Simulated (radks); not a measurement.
Results of a calculation; reference values are marked as such.
Question: Orbital eigenvalues (eV) of the mercury ion Hg3+, [Xe] 4f14 5d9, of relativity; Dirac values are averaged over j with weights 2j + 1. Spin-unpolarised spherical Kohn-Sham, BLYP, point nucleus unless stated (finite: rms radius 5.4648 fm), a radial shooting solver on a logarithmic mesh with Libxc functionals. A level marked "c x" has the speed of light scaled by that factor and shares open shells by 2j + 1; other Dirac levels either fill j = l - 1/2 first or share by 2j + 1.

shell       non-rel.
3s           -2989.9
3p           -2763.9
3d           -2342.1
4s           -665.88
4p           -567.85
4d           -387.31
4f           -144.45
5s           -125.60
5p           -93.770
5d           -43.370
6s (empty)   -30.300
6p (empty)   -23.409

Give the values at the level "Dirac, c x 0.75".

Answer: 
shell       Dirac, c x 0.75  change of magnitude (%)
3s                  -4179.4                   +39.78
3p                  -3190.8                   +15.44
3d                  -2297.4                    -1.91
4s                  -971.39                   +45.88
4p                  -671.95                   +18.33
4d                  -375.86                    -2.96
4f                  -117.69                   -18.53
5s                  -186.56                   +48.54
5p                  -111.15                   +18.54
5d                  -41.604                    -4.07
6s (empty)          -39.699                   +31.02
6p (empty)          -25.896                   +10.62
